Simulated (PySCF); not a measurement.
Telling isomers of C8H13FSi apart by NMR

Computed data (PySCF 2.14.0 with density-fitted response routines): GFN2-xTB geometry, σ from GIAO-PBE0/pcSseg-1. Isolated molecule, one averaged value for each set of equivalent atoms, non-relativistic, a single conformation.

Scale: 1H, 13C vs TMS (reference shieldings calculated alike). Splittings of carbon signals by F and P are missing where no couplings were computed. Where no couplings were computed, multiplicities follow the n + 1 count of equivalent neighbours, and m marks all less simple cases (inequivalent or close neighbours, rings, F or P nearby). Shifts are as computed. Against solution values, carbons near 30 ppm lie about +3 ppm off and those near 130 ppm about +5 ppm. Of 1309 compounds with measured shifts, 239 miss one by over three times the rms of a fit or turn the order of signals round; such compounds aren't used in these exercises.

(1) Tabulate the signals of `C=C(C)[C@@H](C)[Si@H](F)C#CC`, `C=C(C)[C@@H]1[SiH2]/C(=C\C)[C@H]1F`, `CC#C/C(=C\[SiH2]CF)CC` and their relative energies.

(2) What is the quickest way to tell C=C(C)[C@@H](C)[Si@H](F)C#CC from C=C(C)[C@@H]1[SiH2]/C(=C\C)[C@H]1F?

(3) What is the quickest way to tell C=C(C)[C@@H]1[SiH2]/C(=C\C)[C@H]1F from CC#C/C(=C\[SiH2]CF)CC?

(4) What is the quickest way to tell C=C(C)[C@@H](C)[Si@H](F)C#CC from CC#C/C(=C\[SiH2]CF)CC?

## Answers

(1) 
| SMILES | carbon types | δC | δH | E rel. (kcal/mol) |
| --- | --- | --- | --- | --- |
| C=C(C)[C@@H](C)[Si@H](F)C#CC | 3×C 1×CH 1×CH2 3×CH3 | 156.0, 115.5, 113.7, 84.4, 40.7, 23.4, 13.8, 5.7 | 5.03 (m, 1H), 5.00 (m, 1H), 4.96 (m, 1H), 2.11 (s, 3H), 1.90 (s, 3H), 1.90 (m, 1H), 1.39 (d, 3H) | 0.0 |
| C=C(C)[C@@H]1[SiH2]/C(=C\C)[C@H]1F | 2×C 3×CH 1×CH2 2×CH3 | 152.7, 152.5, 144.1, 114.8, 95.1, 47.6, 24.4, 22.9 | 6.96 (m, 1H), 5.58 (m, 1H), 5.06 (m, 1H), 4.93 (m, 1H), 4.84 (m, 1H), 4.65 (m, 1H), 3.24 (m, 1H), 1.96 (s, 3H), 1.93 (d, 3H) | 39.7 |
| CC#C/C(=C\[SiH2]CF)CC | 3×C 1×CH 2×CH2 2×CH3 | 157.3, 132.0, 104.0, 86.3, 78.8, 41.1, 17.3, 5.7 | 6.21 (m, 1H), 5.01 (m, 2H), 4.46 (m, 2H), 2.35 (q, 2H), 2.28 (s, 3H), 1.22 (t, 3H) | 55.0 |

Energies are electronic energies at PBE0/pcSseg-1 on these geometries, without zero-point or thermal terms, each for the one conformer computed, which needn't be the lowest.

(2) Both give the same number of carbon signals, but DEPT or the intensities differ. The first has an alkyne carbon (C) at 84.4 ppm, the second an alkene CH at 152.7 ppm. Their most deshielded carbons lie at 156.0 and 152.7 ppm. In the proton spectra the most deshielded non-exchanging signals are 5.03 (m, 1H) and 6.96 (m, 1H).

(3) Both give the same number of carbon signals, but DEPT or the intensities differ. The first has an allylic sp3 CH bonded to Si at 47.6 ppm, the second an allylic sp3 CH2 at 41.1 ppm. Their most deshielded carbons lie at 152.7 and 157.3 ppm. In the proton spectra the most deshielded non-exchanging signals are 6.96 (m, 1H) and 6.21 (m, 1H).

(4) Both give the same number of carbon signals, but DEPT or the intensities differ. The first has an allylic sp3 CH bonded to Si at 40.7 ppm, the second an alkene CH at 132.0 ppm. Their most deshielded carbons lie at 156.0 and 157.3 ppm. In the proton spectra the most deshielded non-exchanging signals are 5.03 (m, 1H) and 6.21 (m, 1H).
